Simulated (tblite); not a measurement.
Compound: C8H16P (charge +1).
Geometry (GFN2-xTB, Å), atoms numbered from 1 in this order:
```
atom  x, y, z in Å
C1     3.303   -0.501    0.411
C2     2.441   -0.114   -0.512
C3     1.268    0.778   -0.229
P4    -0.254   -0.229   -0.083
C5    -0.433   -1.245   -1.567
C6    -0.062   -1.331    1.339
C7    -1.685    0.858    0.161
C8    -2.536    1.077   -0.833
C9    -1.786    1.468    1.523
H10    4.143   -1.128    0.168
H11    3.223   -0.190    1.439
H12    2.563   -0.422   -1.541
H13    1.406    1.320    0.710
H14    1.116    1.501   -1.036
H15   -1.379   -1.786   -1.530
H16   -0.403   -0.623   -2.461
H17    0.389   -1.960   -1.601
H18    0.827   -1.944    1.191
H19    0.052   -0.749    2.252
H20   -0.937   -1.975    1.427
H21   -3.379    1.737   -0.704
H22   -2.442    0.615   -1.801
H23   -0.824    1.862    1.850
H24   -2.508    2.280    1.520
H25   -2.115    0.726    2.250
```

Level: GFN2-xTB in tblite, geometry and Hessian alike; calculated harmonic values, unscaled, isolated species. Errors from tens to a few hundred cm⁻¹ against measured bands are possible. One conformer, not necessarily the lowest.

Harmonic wavenumbers (cm⁻¹): 40.5, 44.4, 72.3, 117.1, 127.8, 158.6, 190.5, 195.7, 207.1, 213.2, 238.6, 268.4, 317.9, 377.1, 409.5, 430.4, 571.1, 639.9, 673.8, 729.5, 762.4, 780.3, 802.1, 838.2, 874.0, 891.2, 911.5, 916.6, 925.6, 931.6, 941.6, 995.5, 1019.8, 1029.1, 1030.6, 1149.2, 1176.3, 1184.2, 1281.7, 1309.9, 1313.0, 1378.6, 1385.9, 1393.1, 1398.3, 1400.3, 1404.6, 1405.6, 1412.0, 1456.8, 1459.8, 1674.2, 1698.8, 2947.1, 2953.4, 2994.3, 2998.1, 3002.0, 3002.2, 3004.7, 3006.7, 3010.1, 3013.5, 3059.5, 3075.9, 3105.9, 3107.5, 3132.6, 3148.5.

A = 2122, B = 886.3, C = 814.9 MHz; mass 143.099 u (most abundant isotopes); point group C1, symmetry number 1.

Task: Zero-point energy?

Result: ½Σν̃ = 46559 cm⁻¹ = 556.97 kJ/mol.

Task: Give the ideal-gas entropy at 400 K and 1 bar in the rigid-rotor, harmonic-oscillator model (classical rotation).

Result: Translation 176.87, rotation 128.05, vibration 239.72: S = 544.6 J/(mol K).

Task: And Cp and H(400 K) − H(0)?

Result: Cp = 261.98 J/(mol K), of which vibrations give 228.72 (their classical limit is 69 R = 573.7); H(400 K) − H(0) = 61.60 kJ/mol without the zero-point energy, 48.30 from vibrations.

Task: Blend soft modes into free rotors: weight 1/[1 + (100 cm⁻¹/ν̃)⁴] for the oscillator and the rest for a rotor with moment μB/(μ + B), μ = h/(8π²ν), B = 10⁻⁴⁴ kg m². What vibrational entropy results?

Result: 219.54 J/(mol K) in place of 239.72, which changes −T·S at 400 K by +8.07 kJ/mol.

Task: What must be added to the electronic energy to get the Gibbs energy at 400 K and 1 bar?

Result: ZPE + [H(400 K) − H(0)] − T·S = 556.97 + 61.60 − 217.86 = 400.71 kJ/mol.

Task: How do the functions run with temperature in this model?

Result: 
```tsv
T (K)	S (J/(mol K))	Cp (J/(mol K))	H − H(0) (kJ/mol)	G − H(0) (kJ/mol)	ln q(vib)
50	257.3	66.3	2.36	-10.51	0.92
100	315.2	103.5	6.64	-24.88	2.79
298.15	475.7	208.7	37.59	-104.25	10.56
373.15	526.9	248.5	54.75	-141.87	13.33
500	608.1	307.1	90.12	-213.93	17.89
750	749.5	389.9	177.98	-384.11	26.41
1000	869.8	445.8	282.86	-586.90	34.25
```

q(vib) and H(0) count from the zero-point level.

Task: Which modes carry the vibrational entropy at 400 K?

Result: 40.5 cm⁻¹: 24.34; 44.4 cm⁻¹: 23.58; 72.3 cm⁻¹: 19.54; 117.1 cm⁻¹: 15.56; 127.8 cm⁻¹: 14.85; 158.6 cm⁻¹: 13.09 J/(mol K); the other 63 give 128.76 together.

Hindered rotation and anharmonicity are outside this model. Other conformers, if any are populated, would add a mixing term that is left out. The structure is chiral; the term R ln 2 for an equal mix with its mirror image is left out.
